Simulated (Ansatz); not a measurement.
Calculated with Ansatz (gas phase, PBE0-D4/def2-TZVP geometries, no zero-point term in ΔE). CCSD(T)/CBS adds triple-zeta CCSD(T) − MP2 to the extrapolated MP2 energy (def2 sets, frozen cores). Functionals use def2-TZVPP. B3LYP here is the variant with VWN-RPA as its local correlation; programs differ in this. Elements past krypton have def2 core potentials. For Sn outer-core shells are correlated without core-valence functions, which leaves a few kJ/mol of doubt a bond. One conformer a species, not always the lowest.

Reaction (redistribution): `[SiH3]NBS` + `C[SiH](F)[SnH3]` → `C[SiH](F)BS` + `[SiH3][NH][SnH3]`

`[SiH3]NBS`:

Z-matrix (Å, degrees):
```
Si
N 1 1.741
H 1 1.487 2 110.5
H 1 1.480 2 107.5 3 120.4
H 1 1.487 2 110.6 3 -119.2
B 2 1.405 1 126.0 3 -120.8
H 2 1.012 1 116.6 3 59.2
S 6 1.812 2 120.2 1 -179.9
H 6 1.194 2 120.1 1 0.1
H 8 1.340 6 96.5 2 -180.0
```

`C[SiH](F)[SnH3]`:

```xyz
11

C     0.081   -1.810   -0.143
Si    0.870   -0.173    0.248
F     2.111    0.055   -0.751
Sn   -0.758    1.796   -0.037
H    -0.321   -1.826   -1.158
H     0.806   -2.622   -0.043
H    -0.742   -2.001    0.553
H     1.429   -0.188    1.628
H    -1.414    1.829   -1.615
H     0.000    3.297    0.258
H    -2.062    1.642    1.060
```

`C[SiH](F)BS`:

Z-matrix (Å, degrees):
```
C
Si 1 1.863
H 1 1.093 2 110.4
H 1 1.094 2 110.7 3 -118.9
H 1 1.092 2 111.6 3 120.5
F 2 1.611 1 107.9 3 -54.9
B 2 2.007 1 114.0 3 -176.8
H 2 1.492 1 109.3 3 60.8
S 7 1.763 2 123.7 1 -28.9
H 7 1.195 2 123.3 1 153.3
H 9 1.346 7 100.6 2 2.7
```

`[SiH3][NH][SnH3]`:

```xyz
10

Si   -0.227   -0.893   -1.367
N     0.602   -0.402    0.049
Sn    0.038    1.049    1.344
H     0.668   -0.959   -2.557
H    -1.286    0.125   -1.612
H    -0.886   -2.227   -1.251
H     1.385   -0.957    0.360
H     1.345    1.238    2.423
H    -1.377    0.568    2.174
H    -0.262    2.459    0.435
```

| level | ΔE (kJ/mol) | difference from CCSD(T)/CBS |
| --- | --- | --- |
| PBE-D4 | 147.5 | 8.4 |
| PBE0-D4 | 149.1 | 10.0 |
| PBE | 149.6 | 10.5 |
| B3LYP | 149.7 | 10.6 |
| HF/def2-TZVPP | 144.5 | 5.4 |
| MP2/def2-TZVPP | 142.7 | 3.6 |
| SCS-MP2/def2-TZVPP | 138.8 | -0.3 |
| MP2/def2-QZVPP | 142.5 | 3.4 |
| MP2/CBS(def2) | 143.0 | 3.9 |
| CCSD/CBS(def2) | 140.7 | 1.6 |
| CCSD(T)/CBS | 139.1 | 0 |

Largest T1 diagnostic among the species: 0.014.

The D4 term adds −3.4 kJ/mol with B3LYP and −1.8 kJ/mol with PBE0; it sums over pairs of atoms, weighted by their polarisabilities, and B3LYP, whose exchange is more repulsive, gets the larger term.
